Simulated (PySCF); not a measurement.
Work out the structure from these simulated measurements.

Formula: C6H6S.

| Property | Result |
| --- | --- |
| Rotational structure | rotational constants A, B, C: 5.601, 1.577, 1.231 GHz [PBE0-D3(BJ)/def2-SVP] |
| 13C NMR | chemical shifts (computed TMS as zero) by class: 142.7 (1 C), 134.5 (2 C), 130.9 (2 C), 128.7 (1 C) ppm [GIAO PBE0/pcSseg-1] |
| NMR, other nuclei | isotropic shieldings of nuclei other than C and H, by class: 499 (1 S) ppm [GIAO PBE0/pcSseg-1] |
| 1H NMR | chemical shifts (computed TMS as zero) by class: 7.27 (2 H), 7.11 (2 H), 7.07 (1 H), 3.53 (1 H) ppm [GIAO PBE0/pcSseg-1] |
| Dipole | 1.18 D [PBE0/pcSseg-1] |

Gas-phase values; electronic properties from PySCF, density fitting. Levels stand in brackets. One conformer (not necessarily the lowest) at the PBE0-D3(BJ)/def2-SVP geometry, without solvent, vibrations or thermal averaging. NMR classes are plain means over equivalent atoms (diastereotopic ones count apart unless rotation or inversion swaps them), as if these changed places fast.

Problem. Propose a structure and show how it fits.

Solution. Numbering: `[SH:1][c:2]1[cH:3][cH:4][cH:5][cH:6][cH:7]1`. Its formula, C6H6S, gives 4 degrees of unsaturation: 1 ring and 3 π bonds in the structure found (Kekulé form). 6 carbons fall into 4 classes; from least to most shielded: substituted aromatic carbon [C2] (142.7 ppm), aromatic CH carbon [C4/C6] (134.5 ppm, 2 C), aromatic CH carbon [C3/C7] (130.9 ppm, 2 C), aromatic CH carbon [C5] (128.7 ppm). Hydrogen classes from least to most shielded: 2 H on the meta carbons, C4/C6 (7.27 ppm), 2 H on the ortho carbons, C3/C7 (7.11 ppm), 1 H on the para carbon, C5 (7.07 ppm), 1 H on a thiol sulfur, S1 (3.53 ppm). The other shieldings belong to: 499 ppm, thiol sulfur [S1]. The optimised geometry has point group Cs and is an asymmetric top. Structure: `c1cccc(c1)S`. The assignments are read from this structure; whether some other isomer fits the data as well wasn't checked.

Shape of the structure used: `[SH:1][c:2]1[cH:3][cH:4][cH:5][cH:6][cH:7]1`: H–S1–C2–C3 179°.
